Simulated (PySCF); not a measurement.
## The first ionisation energy along the 5d series

Calculated with PySCF 2.14 from differences of total energies of unrestricted determinants, without spin-orbit coupling. Values in eV. The last column holds reference values (NIST; (s) semi-empirical, (t) theoretical, else measured). Unmarked ones compare directly (S terms, centres of terms, or small fine structure); those marked * lie between the lowest fine-structure levels and include a spin-orbit shift.

```tsv
element	configurations	UHF	LDA	PBE	MP2 (valence)	MP2 (valence and next inner shell)	SCS-MP2 (valence and next inner shell)	reference
Hf (aug-cc-pwCVTZ-PP with ECP60MDF, ECP)	[Xe] 4f14 5d2 6s2 → [Xe] 4f14 5d1 6s2	n/a	n/a	n/a	n/a	n/a	n/a	6.712
Ta (aug-cc-pwCVTZ-PP with ECP60MDF, ECP)	[Xe] 4f14 5d3 6s2 → [Xe] 4f14 5d3 6s1	5.736	7.620	7.225	6.953	7.243	7.372	7.573
W (aug-cc-pwCVTZ-PP with ECP60MDF, ECP)	[Xe] 4f14 5d4 6s2 → [Xe] 4f14 5d4 6s1	5.884	7.908	7.484	7.241	7.500	7.648	7.825
Re (aug-cc-pwCVTZ-PP with ECP60MDF, ECP)	[Xe] 4f14 5d5 6s2 → [Xe] 4f14 5d5 6s1	5.924	8.049	7.552	7.375	7.595	7.758	7.834
Os (aug-cc-pwCVTZ-PP with ECP60MDF, ECP)	[Xe] 4f14 5d6 6s2 → [Xe] 4f14 5d6 6s1	6.516	8.764	8.304	8.087	8.306	8.415	8.473
Ir (aug-cc-pwCVTZ-PP with ECP60MDF, ECP)	[Xe] 4f14 5d7 6s2 → [Xe] 4f14 5d7 6s1	7.029	9.349	8.917	8.704	8.919	8.974	8.926
Pt (aug-cc-pwCVTZ-PP with ECP60MDF, ECP)	[Xe] 4f14 5d9 6s1 → [Xe] 4f14 5d9	7.566	9.734	9.341	9.012	9.218	8.944	8.959 *
Au (aug-cc-pwCVTZ-PP with ECP60MDF, ECP)	[Xe] 4f14 5d10 6s1 → [Xe] 4f14 5d10	7.681	9.899	9.542	9.182	9.380	9.118	9.226
Hg (aug-cc-pwCVTZ-PP with ECP60MDF, ECP)	[Xe] 4f14 5d10 6s2 → [Xe] 4f14 5d10 6s1	8.486	10.850	10.442	10.412	10.574	10.449	10.438
```

**Question.** Which of these methods has the smallest mean absolute error against the measured values here?

**Answer.** SCS-MP2 (valence and next inner shell), with 0.097 eV.

```tsv
method	elements	mean error (eV)	mean absolute error (eV)	largest error (eV)
UHF	7	-1.863	1.863	-1.957
LDA	7	0.306	0.306	0.673
PBE	7	-0.118	0.210	-0.347
MP2 (valence)	7	-0.334	0.334	-0.619
MP2 (valence and next inner shell)	7	-0.111	0.194	-0.329
SCS-MP2 (valence and next inner shell)	7	-0.080	0.097	-0.200
```

Errors include the incompleteness of the basis and the frozen core.

"Valence" correlates the outer s and p shells and, in groups 3 to 12 and the f block, the outer d or f shell, open or full, or the next shell where the ion has no valence electron left; the wider scheme adds the next inner shell.
